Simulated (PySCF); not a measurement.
Species: C2H4FO3S (doublet state).
Geometry (GFN2-xTB, Å), atoms numbered from 1 in this order:
```
atom  x, y, z in Å
O1     2.153   -0.621    1.019
S2     1.114    0.209    0.498
O3     0.702    1.378    1.202
O4     1.575    0.657   -0.988
C5    -0.308   -0.731    0.128
C6    -1.538    0.030   -0.035
F7    -2.657   -0.756   -0.057
H8     2.431    0.272   -1.185
H9    -0.275   -1.801    0.156
H10   -1.539    0.605   -0.978
H11   -1.651    0.760    0.784
```

The hyperfine couplings belong to this conformer and change with its torsions.

Identity: `O=S(=O)(O)[CH]CF` [radical].

Method: UKS B3LYP, pcH-1 on C F H O S, non-relativistic, mean-field spin-orbit, GIAO in PySCF. Isolated species at its GFN2-xTB geometry (one conformer only). Couplings are sensitive to structure, and on GFN2-xTB geometries they can be far from those on DFT ones. The SCF solution wasn't tested for stability.

Principal values of hyperfine tensors in MHz (contact, dipolar and spin–orbit terms together), for some of the nuclei:

```csv
atom,isotope,A1,A2,A3
H10,1H,144.45,147.66,159.61
H11,1H,118.26,120.22,132.83
C5,13C,14.77,16.42,251.27
H9,1H,-102.01,-66.10,-26.16
C6,13C,-40.51,-35.96,-34.67
O4,17O,-28.25,-5.70,-4.30
O1,17O,-8.88,1.47,2.55
O3,17O,-12.60,4.30,5.21
```

Question: Split each tensor into its isotropic and traceless parts, and turn a_iso into mT with g = 2.0024.

Answer: a_iso = (A1 + A2 + A3)/3, Ti = Ai − a_iso; 1 mT corresponds to 28.027 MHz. The tensors hold a spin–orbit part: the run splits a_iso into a_FC + a_SO, and T includes its anisotropic share.

```json
{"atom": "H10", "a_iso (MHz)": "150.57", "a_FC": "150.58", "a_SO": "0.00", "a_iso (mT)": "5.373", "T1": "-6.12", "T2": "-2.92", "T3": "9.04"}
{"atom": "H11", "a_iso (MHz)": "123.77", "a_FC": "123.77", "a_SO": "0.00", "a_iso (mT)": "4.416", "T1": "-5.51", "T2": "-3.55", "T3": "9.06"}
{"atom": "C5", "a_iso (MHz)": "94.15", "a_FC": "94.35", "a_SO": "-0.20", "a_iso (mT)": "3.359", "T1": "-79.38", "T2": "-77.73", "T3": "157.11"}
{"atom": "H9", "a_iso (MHz)": "-64.76", "a_FC": "-64.75", "a_SO": "-0.01", "a_iso (mT)": "-2.311", "T1": "-37.25", "T2": "-1.34", "T3": "38.60"}
{"atom": "C6", "a_iso (MHz)": "-37.04", "a_FC": "-37.05", "a_SO": "0.01", "a_iso (mT)": "-1.322", "T1": "-3.46", "T2": "1.09", "T3": "2.38"}
{"atom": "O4", "a_iso (MHz)": "-12.75", "a_FC": "-12.77", "a_SO": "0.02", "a_iso (mT)": "-0.455", "T1": "-15.50", "T2": "7.05", "T3": "8.45"}
{"atom": "O1", "a_iso (MHz)": "-1.62", "a_FC": "-1.60", "a_SO": "-0.02", "a_iso (mT)": "-0.058", "T1": "-7.26", "T2": "3.09", "T3": "4.17"}
{"atom": "O3", "a_iso (MHz)": "-1.03", "a_FC": "-1.00", "a_SO": "-0.03", "a_iso (mT)": "-0.037", "T1": "-11.57", "T2": "5.33", "T3": "6.24"}
```

Question: What spin density at the nucleus of H11 lies behind its contact coupling (g_N = 5.58569)?

Answer: a_FC = (2μ0/3) gₑ μB g_N μN ρ(0)/(2S·h) = 800.24 MHz × g_N × ρ(0)/(2S), with ρ in bohr⁻³. With a_FC = 123.77 MHz and 2S = 1, ρ(0) = 0.02769 bohr⁻³. In magnitude that is 8.7 % of the 1/π = 0.318 of a free hydrogen atom.

Question: S2 (33S, g_N = 0.42921) isn't in the table. Its spin density at the nucleus is -0.04992 bohr⁻³. What is its contact coupling?

Answer: By the same relation, a_FC = -17.15 MHz. Its full tensor has the principal values -19.30, -16.21, -15.79 MHz.

Question: Which nucleus of the table has the largest anisotropic coupling, and what is its form?

Answer: C5: -79.4, -77.7, 157.1 MHz (the dipolar term alone has -79.1, -77.8, 156.9), axial, in the ratio −1:−1:+2, the form that spin in one p orbital centred on that nucleus gives.

Question: In a single crystal, with the field along each principal axis of the tensor of C5 in turn, what first-order splitting does this nucleus give (isotropic g, quadrupole terms neglected)?

Answer: 2 lines (I = 1/2), spaced by |A_i|/(g × 13.996): 0.53, 0.59, 8.97 mT along the axes of A1, A2 and A3.
